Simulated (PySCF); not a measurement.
Ionisation energy of Cu¹¹⁺ by level of theory

Cu¹¹⁺ [Ar] (1S) → Cu¹²⁺ [Ne] 3s2 3p5 (2P), as a difference of total energies. All numbers are calculated (PySCF 2.14, scalar relativity by spin-free X2C-1e, in an even-tempered Gaussian basis (19 s from 0.69 bohr⁻², ratio 2.5; 12 p from 0.9 bohr⁻², ratio 2.5; 5 d from 6.3 bohr⁻², ratio 2.7; 4 f from 9.5 bohr⁻², ratio 2.7)). Correlated levels: outer shells: 1s2 frozen; virtual orbitals above 40 to 60 times the deepest correlated orbital energy dropped. The calculations carry no spin-orbit coupling.

| method | ionisation energy (eV) |
| --- | --- |
| UHF | 366.91 |
| MP2 (outer shells) | 367.82 |
| SCS-MP2 (outer shells) | 367.68 |
| CCSD (outer shells) | 367.67 |
| CCSD(T) (outer shells) | 367.68 |

**Question.** How much does correlation contribute at CCSD(T) (outer shells)?

**Answer.** 367.68 − (366.91) = 0.77 eV, measured against UHF.

A first-order spin-orbit estimate (lowest level to lowest level, LS coupling) adds -1.141 eV.

For comparison: 367 ± 0.9 eV (semi-empirical (NIST evaluation); NIST Atomic Spectra Database, ionization energies).
